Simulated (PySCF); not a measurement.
H₄BN, triplet, geometry from GFN2-xTB (a higher spin typed on purpose: for a closed-shell molecule this is an excited state). Base run: PySCF with BLYP/def2-TZVP.

Geometry (Å):
```xyz
6

B     -0.7881     0.1529    -0.2251
N      0.6217    -0.0410     0.0551
H     -1.3886    -0.8930    -0.3041
H     -1.3756     0.6566     0.7033
H      1.3744     0.3203    -0.5103
H      0.9780    -0.5616     0.8513
```
Charge 0, spin multiplicity 3.
Orbitals are unrestricted.
All else is at PySCF's defaults.
Base energy -81.88349 Eh.

The base run was repeated with changes; each row names its change, and settings that it needs were set with it.

```tsv
change	ΔE vs base (mEh)	SCF cycles	<S^2>	outcome
base	0.000	10	2.003	converged
diis_space = 20	0.000	10	2.003	converged
conv_tol = 1e-4	0.010	6	2.003	converged
conv_tol = 1e-7	0.000	8	2.003	converged
init_guess = mod_huckel	0.000	13	2.003	converged
solver = newton	0.000	-	2.003	converged
diis = off (with mf.max_cycle = 100)	-	100	-	not converged
init_guess = sap	0.000	13	2.003	converged
diis = off; damp = 0.6 (with mf.diis_start_cycle = 200; with mf.max_cycle = 150)	0.000	20	2.003	converged
conv_tol = 1e-6	0.000	8	2.003	converged
diis_space = 2	0.000	22	2.003	converged
level_shift = 0.1 (with mf.max_cycle = 100)	0.000	11	2.003	converged
init_guess = vsap	0.000	13	2.003	converged
```

Open shells are given as the SCF converged; they aren't shown to be the lowest states, and a large step between rows can be another state.
